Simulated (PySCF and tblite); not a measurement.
Values are calculated unless marked as measured or tabulated.
Stationary points of C8H13N at GFN2-xTB, in Å:

Structure A

```
 1 C    -1.068    1.987    0.879
 2 C    -1.128    0.564    0.423
 3 C    -0.169   -0.190   -0.173
 4 N     1.135    0.168   -0.484
 5 C     1.880   -0.723   -1.339
 6 C     1.955    0.744    0.561
 7 C    -0.739   -1.548   -0.497
 8 C    -2.140   -1.449    0.008
 9 C    -2.332   -0.231    0.531
10 H    -0.365    2.559    0.277
11 H    -2.054    2.440    0.783
12 H    -0.774    2.061    1.929
13 H     1.299   -0.953   -2.231
14 H     2.156   -1.666   -0.844
15 H     2.797   -0.220   -1.648
16 H     1.344    1.326    1.240
17 H     2.474   -0.034    1.141
18 H     2.707    1.395    0.112
19 H    -0.721   -1.780   -1.563
20 H    -0.171   -2.329    0.016
21 H    -2.855   -2.245   -0.089
22 H    -3.242    0.143    0.966
```

Structure B

```
 1 C    -1.079    2.001    0.691
 2 C    -1.158    0.542    0.378
 3 C    -0.114   -0.247   -0.126
 4 N     1.176    0.234   -0.433
 5 C     1.936   -0.593   -1.342
 6 C     1.965    0.633    0.716
 7 C    -0.601   -1.541   -0.367
 8 C    -2.043   -1.533    0.052
 9 C    -2.299   -0.242    0.516
10 H    -0.338    2.481    0.055
11 H    -2.046    2.472    0.527
12 H    -0.801    2.168    1.734
13 H     1.326   -0.832   -2.212
14 H     2.291   -1.531   -0.886
15 H     2.808   -0.029   -1.675
16 H     1.354    1.220    1.394
17 H     2.366   -0.232    1.267
18 H     2.803    1.243    0.375
19 H    -1.623   -1.488   -1.158
20 H    -0.026   -2.423   -0.582
21 H    -2.652   -2.407    0.190
22 H    -3.246    0.104    0.886
```

Structure C

```
 1 C    -1.040    1.990    0.720
 2 C    -1.164    0.550    0.348
 3 C    -0.076   -0.285   -0.179
 4 N     1.209    0.206   -0.414
 5 C     2.028   -0.600   -1.290
 6 C     1.949    0.669    0.741
 7 C    -0.574   -1.500   -0.484
 8 C    -2.029   -1.552   -0.156
 9 C    -2.288   -0.180    0.369
10 H    -0.321    2.486    0.072
11 H    -2.006    2.481    0.623
12 H    -0.713    2.106    1.755
13 H     1.463   -0.840   -2.188
14 H     2.365   -1.536   -0.821
15 H     2.909   -0.021   -1.571
16 H     1.294    1.208    1.418
17 H     2.407   -0.164    1.294
18 H     2.744    1.339    0.410
19 H    -2.645   -1.763   -1.034
20 H    -0.051   -2.338   -0.907
21 H    -2.251   -2.326    0.583
22 H    -3.260    0.149    0.688
```

The path came from a restrained scan, a climbing-image band and a saddle search at GFN2-xTB; energies are PBE0/pcSseg-1 + D3(BJ)//GFN2-xTB, thermal terms GFN2-xTB.

Task: Which structure is a saddle point, and along which motion?

Result: B: one imaginary mode (1263i cm⁻¹ at GFN2-xTB, mostly on H19, C7, C8), along the shift of hydrogen on C7 from C7 to C8.

Task: Give their symmetry and energies above the lowest.

Result: A C1, 2.3 kcal/mol; B C1, 30.6 kcal/mol; C C1, 0.0 kcal/mol.

Tunnelling of the moving H, left out here, will speed the real process. DFT energies on a tight-binding saddle of a bond shift can be off by several kcal/mol.
